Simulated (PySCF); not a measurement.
B(Cl)(vinyl)(NH2) (C2H5BClN), SMILES C=CB(N)Cl. Geometry optimised at PBE-D3(BJ)/def2-SVP. The structure was generated by enumeration, and PubChem lists no compound with its InChIKey, so it may never have been made. Other conformers were not sampled.

Computed equilibrium geometry at PBE-D3(BJ)/def2-SVP (PySCF confirms it by a frequency run) as Cartesian coordinates in Å (one conformer of several):
```xyz
10

B     -0.0968     0.2349     0.0586
Cl     1.3214     0.1557     1.1555
C     -0.1241    -0.6773    -1.2118
C     -1.2556    -1.1331    -1.7909
H      0.8410    -1.0093    -1.6357
H     -1.2468    -1.7982    -2.6712
H     -2.2548    -0.8765    -1.3949
N     -1.1371     1.1129     0.3932
H     -1.1346     1.6805     1.2404
H     -1.9467     1.2543    -0.2110
```
Charge 0, spin multiplicity 1.
